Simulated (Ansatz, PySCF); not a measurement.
Here is a job for PySCF.
```python
from pyscf import gto, scf, dft

mol = gto.M(
    atom='''
Cr   -0.00000000    0.00000000   -0.00000000
O    -1.06904109   -1.12345163   -0.13471675
O    -0.06369537    1.25002432   -0.92548535
O     1.13273646   -0.12657268    1.06020210
''',
    basis='sto-3g',
    spin=2,
    verbose=4,
)

mf = dft.UKS(mol)
mf.xc = 'wb97x_v'
mf.grids.atom_grid = (99, 590)
mf.grids.prune = None
mf.kernel()
```

Q: Give the equivalent Ansatz (a quantum-chemistry and plane-wave program) input.

A: One answer among several that fit: 
Ansatz 0.2 input:
```yaml
crystal:
  periodic: [false, false, false]
  atoms:
    - {symbol: Cr, position_ang: [-0.00000000, 0.00000000, -0.00000000]}
    - {symbol: O, position_ang: [-1.06904109, -1.12345163, -0.13471675]}
    - {symbol: O, position_ang: [-0.06369537, 1.25002432, -0.92548535]}
    - {symbol: O, position_ang: [1.13273646, -0.12657268, 1.06020210]}
basis:
  gaussian:
    orbitals: STO-3G
hamiltonian:
  xc: {name: wB97X-V}
magnetization: {spin_polarized: true, initial_magnetization: 2}
accuracy: high
```

Both were run: PySCF gave -1255.944764 Eh and Ansatz -1255.944762 Eh, 0.002 mEh apart.
